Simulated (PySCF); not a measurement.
Isomers of C2H4F2. Gas-phase values, no solvent. One relaxed conformer stands for each flexible species; it need not be the lowest. Strings in code marks are SMILES.

Quantity: electronic energy of isomers of C2H4F2 relative to `CC(F)F`, in kcal/mol.

Level 1: r2SCAN-D4/def2-TZVP (PySCF)
Level 2: BP86/6-31G* // r2SCAN-D4/def2-TZVP (PySCF)
Level 3: M06-2X/6-31G* // r2SCAN-D4/def2-TZVP (PySCF)
Level 4: HF/3-21G // r2SCAN-D4/def2-TZVP (PySCF)

| species | level 2 | level 3 | level 4 |
|---|---|---|---|
| `FCCF` (F–C–C–F torsion 180°) | 15.9 | 15.6 | 15.1 |

### Question
What does level 1 give for each?

### Answer

- `FCCF` (F–C–C–F torsion 180°): 14.9
